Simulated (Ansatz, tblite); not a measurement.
Forces on (CuSH)4 ring (Cu4H4S4) at its r2SCAN-D4/def2-SVP geometry. Total charge 0; singlet.

The xTB rows come from tblite.

GFN1-xTB (tblite), largest force 1.03 eV/Å:

```xyz
12
positions Å, forces eV/Å
Cu    0.947    0.713    1.311    0.064    0.040    0.074
S     1.443   -1.275    2.140    1.016   -0.014    0.126
Cu    1.095   -1.385   -0.040    0.065   -0.083   -0.004
S     0.846   -1.618   -2.224   -0.226   -0.987   -0.154
Cu   -0.950   -0.710   -1.310   -0.054   -0.050   -0.076
S    -2.831    0.131   -0.510   -0.450    0.475   -0.792
Cu   -1.098    1.388    0.041   -0.064    0.082    0.001
S     0.541    2.764    0.594   -0.337    0.517    0.824
H     2.796   -1.153    2.091   -0.849   -0.130    0.120
H     0.417   -2.908   -2.210    0.320    0.800   -0.100
H    -3.193    0.819   -1.625    0.123   -0.453    0.727
H    -0.013    3.234    1.743    0.393   -0.196   -0.746
```

GFN2-xTB (tblite), largest force 0.72 eV/Å:

```
Cu 0.131 0.091 0.170
S 0.703 0.095 -0.075
Cu 0.145 -0.183 -0.006
S -0.253 -0.665 0.059
Cu -0.123 -0.100 -0.171
S -0.131 0.373 -0.600
Cu -0.143 0.182 0.005
S -0.318 0.191 0.619
H -0.721 -0.024 -0.034
H 0.191 0.694 0.054
H 0.255 -0.348 0.576
H 0.264 -0.306 -0.595
```

ωB97X-V/def2-TZVP (Ansatz), largest force 0.77 eV/Å:

```
Cu 0.421 0.306 0.564
S 0.315 0.116 -0.150
Cu 0.476 -0.603 -0.019
S -0.182 -0.286 0.146
Cu -0.409 -0.319 -0.566
S 0.073 0.202 -0.310
Cu -0.474 0.601 0.016
S -0.208 -0.038 0.318
H -0.399 -0.025 0.003
H 0.117 0.382 0.008
H 0.113 -0.197 0.325
H 0.157 -0.141 -0.335
```
